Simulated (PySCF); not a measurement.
C₃H₇ClOSi, SMILES C=C(Cl)[Si@@H](C)O.

The structure is a stationary point at ωB97X-D3(BJ)/def2-SVP. The structure was generated by enumeration; whether it is a known compound was not checked. Other conformers were not sampled.

Calculation: TDDFT-CAM-B3LYP/def2-SVPD (PySCF).

Vertical excitations. 

```csv
state,energy (eV),λ (nm),f,main pairs
S1,6.46,192,0.002,HOMO−1→LUMO 93 %
S2,6.51,191,0.259,HOMO→LUMO 94 %
S3,6.66,186,0.002,"HOMO→LUMO+2 46 %, HOMO→LUMO+1 19 %, HOMO→LUMO+3 15 %"
S4,7.10,175,0.004,"HOMO→LUMO+1 69 %, HOMO→LUMO+2 16 %"
S5,7.44,167,0.020,"HOMO−1→LUMO+1 50 %, HOMO−1→LUMO+2 22 %"
S6,7.70,161,0.011,"HOMO−1→LUMO+2 30 %, HOMO−1→LUMO+1 11 %, HOMO−1→LUMO+3 11 %, HOMO−3→LUMO 8 %"
S7,7.72,161,0.004,"HOMO−3→LUMO 55 %, HOMO−4→LUMO 12 %"
S8,7.76,160,0.002,"HOMO→LUMO+4 35 %, HOMO→LUMO+2 17 %, HOMO→LUMO+3 11 %"
S9,7.97,156,0.110,HOMO−2→LUMO 78 %
S10,8.14,152,0.031,HOMO−2→LUMO+1 67 %
T1,4.00,310,0,HOMO→LUMO 85 %
T2,6.00,207,0,HOMO−1→LUMO 88 %
T3,6.21,200,0,"HOMO→LUMO+2 47 %, HOMO→LUMO+3 18 %, HOMO→LUMO+1 7 %"
T4,6.81,182,0,"HOMO−1→LUMO+2 43 %, HOMO−1→LUMO+1 15 %, HOMO−1→LUMO+3 13 %"
```
Triplets are in the Tamm–Dancoff approximation, which puts them higher than full response would, so one can lie above its singlet here.
